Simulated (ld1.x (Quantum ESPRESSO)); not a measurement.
## u(r) = r·R(r): atom against pseudo-atom (Co)

Columns: radius, all-electron u(r) and pseudo u(r) of the 3p shell (level -64.90 eV) of cobalt in the configuration [Ne] 3s2 3p6 3d7 4s2 4p0; BLYP, non-relativistic, RRKJ scheme, ld1.x (Quantum ESPRESSO) 7.5.

```tsv
r (bohr)	all-electron	pseudo
0.057	0.3298	-0.0225
0.115	0.6057	-0.0894
0.172	0.5702	-0.1928
0.230	0.3216	-0.3272
0.288	-0.0148	-0.4797
0.345	-0.3464	-0.6353
0.402	-0.6342	-0.7850
0.460	-0.8636	-0.9209
0.518	-1.0267	-1.0321
0.575	-1.1275	-1.1119
0.632	-1.1789	-1.1605
0.690	-1.1908	-1.1785
0.747	-1.1726	-1.1681
0.805	-1.1323	-1.1339
0.862	-1.0783	-1.0825
0.920	-1.0141	-1.0183
0.977	-0.9460	-0.9486
1.035	-0.8749	-0.8758
1.092	-0.8053	-0.8054
1.150	-0.7364	-0.7364
1.208	-0.6705	-0.6705
1.265	-0.6094	-0.6094
1.322	-0.5522	-0.5522
1.380	-0.4983	-0.4983
1.438	-0.4486	-0.4486
1.495	-0.4038	-0.4038
```

(1) How many radial nodes do the two functions have?

(2) At about which radius was the pseudo-wave matched?

(3) Where does each function peak?

(4) Is the pseudo-wave norm-conserving?

Results:

(1) The all-electron 3p function has n − l − 1 = 1; the pseudo-wave has 0, since the states of the same l below it are removed with the core.

(2) 1.15 bohr, where the columns begin to agree (steps of 0.06 bohr).

(3) Outermost all-electron maximum near 0.69 bohr, pseudo maximum near 0.69 bohr (to the table’s step).

(4) Yes: the RRKJ scheme keeps the norm inside the radius equal to the all-electron one, which fixes the energy derivative of the logarithmic derivative at the level.
